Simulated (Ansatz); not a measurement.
NbTe2. Charge 0, multiplicity 2. Geometry PBE0-D4/def2-TZVP.

```xyz
3

Nb    0.068    0.438   -1.451
Te   -1.042   -1.079    0.419
Te    0.975    0.641    1.032
```

In the def2 sets Nb, Te take a core potential; there is no spin–orbit coupling. At LDA (SPW92)/def2-TZVP, PBE-D4/def2-TZVPD, BLYP-D4/def2-TZVP, PBE0-D4/def2-SVP and others the charge 0 doublet is spin-contaminated (final ⟨S²⟩ up to 1.74, 0.75 for a pure state). At PBE0-D4/def2-TZVP a quartet of charge 0 lies 0.58 eV below the doublet, each at its own geometry. The structure comes from a short search, and lower isomers may exist.

Problem. Estimate the α-spin orbital energies around the gap (eV) in Ansatz with LDA (SPW92)/def2-TZVP, PBE-D4/def2-TZVPD, BLYP-D4/def2-TZVP, PBE0-D4/def2-SVP, PBE0-D4/def2-TZVPD.

Solution. 
```tsv
orbital	LDA (SPW92)/def2-TZVP	PBE-D4/def2-TZVPD	BLYP-D4/def2-TZVP	PBE0-D4/def2-SVP	PBE0-D4/def2-TZVPD
HOMO−9	-35.95	-35.87	-35.78	-38.59	-38.69
HOMO−8	-16.63	-16.28	-16.11	-18.02	-17.93
HOMO−7	-14.37	-14.00	-13.87	-15.38	-15.35
HOMO−6	-8.20	-7.96	-7.72	-8.90	-8.84
HOMO−5	-7.47	-7.25	-7.00	-8.16	-8.12
HOMO−4	-6.95	-6.72	-6.48	-7.61	-7.64
HOMO−3	-6.49	-6.22	-5.99	-7.07	-7.04
HOMO−2	-5.29	-5.06	-4.85	-5.66	-5.69
HOMO−1	-4.33	-4.27	-4.06	-5.57	-5.58
HOMO	-4.10	-4.10	-3.90	-5.28	-5.30
LUMO	-3.77	-3.50	-3.34	-2.73	-2.73
LUMO+1	-3.51	-3.29	-3.08	-2.40	-2.42
LUMO+2	-3.46	-2.99	-2.89	-2.35	-2.37
LUMO+3	-3.16	-2.93	-2.83	-1.82	-1.85
LUMO+4	-2.20	-1.94	-1.80	-0.99	-1.09
LUMO+5	-0.90	-0.76	-0.61	-0.07	-0.23
β HOMO	-3.92	-3.91	-3.74	-5.03	-5.05
β LUMO	-3.61	-3.34	-3.23	-2.54	-2.54
```
